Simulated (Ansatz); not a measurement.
Gas-phase reaction in SMILES: C[Si](C)C → [CH2][SiH](C)C
Geometries: B3LYP-D3(BJ)/def2-TZVP minima from Ansatz (an electronic-structure program), one conformer each, not searched for the lowest. Frequencies are from Ansatz.

Quantity: isomerisation energy (enthalpy at 298 K, with B3LYP-D3(BJ) rigid-rotor harmonic-oscillator terms), in eV. Cores are frozen in the correlated levels unless marked. Open shells are spin-unrestricted. No spin-orbit coupling. Non-relativistic unless marked X2C. CBS marks a two-point X^-3 extrapolation of the correlation energy; Hartree-Fock from the larger set.

```
level                                        program  isomerisation energy (eV)  minus last row
------------------------------------  --------------  -------------------------  --------------
BLYP/def2-TZVPD                               Ansatz                       0.32            0.03
B97M-V/def2-TZVPD                             Ansatz                       0.25           -0.04
PBE0-D4/def2-TZVP                     Ansatz + dftd4                       0.38            0.09
PBE0/def2-TZVPD                               Ansatz                       0.37            0.08
CAM-B3LYP/def2-TZVPD                          Ansatz                       0.26           -0.03
wB97X-V/def2-TZVPD                            Ansatz                       0.27           -0.02
B2GP-PLYP-D3(BJ)/def2-TZVPD           Ansatz + dftd3                       0.30            0.01
B2GP-PLYP/def2-TZVPD                          Ansatz                       0.29            0.00
MP2/STO-3G                                    Ansatz                       0.25           -0.04
RI-MP2/cc-pV(T+d)Z                            Ansatz                       0.41            0.12
SCS-MP2/cc-pV(T+d)Z                           Ansatz                       0.32            0.03
CCSD(T)/cc-pV(T+d)Z                           Ansatz                       0.30            0.01
CCSD(T)/cc-pwCVTZ                             Ansatz                       0.29            0.00
X2C-CCSD(T)/cc-pVTZ-DK                        Ansatz                       0.33            0.04
CCSD(T)/CBS(cc-pV(T+d)Z,cc-pV(Q+d)Z)          Ansatz                       0.29            0.00
```
